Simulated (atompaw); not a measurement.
## Tl: one change to a PAW (atompaw) potential, before and after

```
Element                 : thallium
Generator               : atompaw 4.2.0.5
Type                    : PAW
Functional              : PBE
Relativity              : scalar-relativistic
Frozen core             : [Kr] 4d10 4f14
Valence charge          : 21
Reference configuration : 5s2 5p6 5d10 6s1.5 6p1.5
Partial waves           : 5s (bound): rc 1.70 bohr; 6s (bound): rc 1.35 bohr; 5p (bound): rc 1.15 bohr; 6p (bound): rc 1.80 bohr; 5d (bound): rc 1.80 bohr; 5d channel at 0.5 Ry: rc 1.80 bohr
Local potential         : troulliermartins scheme with l = 3 at 0 Ry, radius 1.70 bohr
Core correction         : smooth core density matched at 1.15 bohr
Augmentation charge     : besselshape compensation charge, radius 1.45 bohr; PAW radius 1.80 bohr; waves and projectors: custom polynom2 7 10 vanderbiltortho
```

All-electron outer shells of the reference configuration (PBE, scalar-relativistic, ld1.x):

```json
{"shell": "4d", "level (eV)": "-376.02", "outermost node (bohr)": "0.19", "outermost maximum (bohr)": "0.39"}
{"shell": "5s", "level (eV)": "-132.01", "outermost node (bohr)": "0.46", "outermost maximum (bohr)": "0.80"}
{"shell": "4f", "level (eV)": "-115.02", "outermost node (bohr)": "–", "outermost maximum (bohr)": "0.36"}
{"shell": "5p", "level (eV)": "-77.10", "outermost node (bohr)": "0.50", "outermost maximum (bohr)": "0.91"}
{"shell": "5d", "level (eV)": "-16.43", "outermost node (bohr)": "0.53", "outermost maximum (bohr)": "1.11"}
{"shell": "6s", "level (eV)": "-10.19", "outermost node (bohr)": "1.04", "outermost maximum (bohr)": "2.05"}
{"shell": "6p", "level (eV)": "-2.79", "outermost node (bohr)": "1.23", "outermost maximum (bohr)": "2.87"}
```

Change: local potential bessel scheme, radius 1.70 bohr.

Cutoffs: the cutoffs (Ry, on a coarse ladder) from which the occupation-weighted sum of valence levels, in a spherical-Bessel basis at the reference potential, stays within 10 and 1 mRy of its value at 400 Ry; they do not see the model core or the augmentation charge, which bear on the density cutoff.

Task: What does the change do?

Result: The bound ghost in s disappears; the range in which the s phases agree widens (upper end -0.2 → at the end of the scan); the range in which the p phases agree widens (upper end 1.4 → at the end of the scan). A state that the projectors do not describe sees the local part alone, so a deeper or shallower local part can create or remove a ghost.

```csv
quantity,base,changed
"cutoff, loose",230 Ry,230 Ry
"cutoff, tight",over 300 Ry,over 300 Ry
bound ghosts,s,none
s: phases at 1.81 bohr within 0.05 rad from the reference energy up to (Ry; the scan ends near 5),-0.2,to the end of the scan
p: phases at 1.81 bohr within 0.05 rad from the reference energy up to (Ry; the scan ends near 5),1.4,to the end of the scan
d: phases at 1.81 bohr within 0.05 rad from the reference energy up to (Ry; the scan ends near 5),to the end of the scan,to the end of the scan
lowest overlap eigenvalue by channel,"s 0.79, p 0.62, d 0.91","s 0.69, p 0.64, d 0.93"
```

 A true bound ghost makes a file unfit for plane-wave use even where its test errors are small: the radial tests pick states by their node count and pass the ghost by. The cutoffs see the waves, projectors and local potential, not the compensation charge or the core.
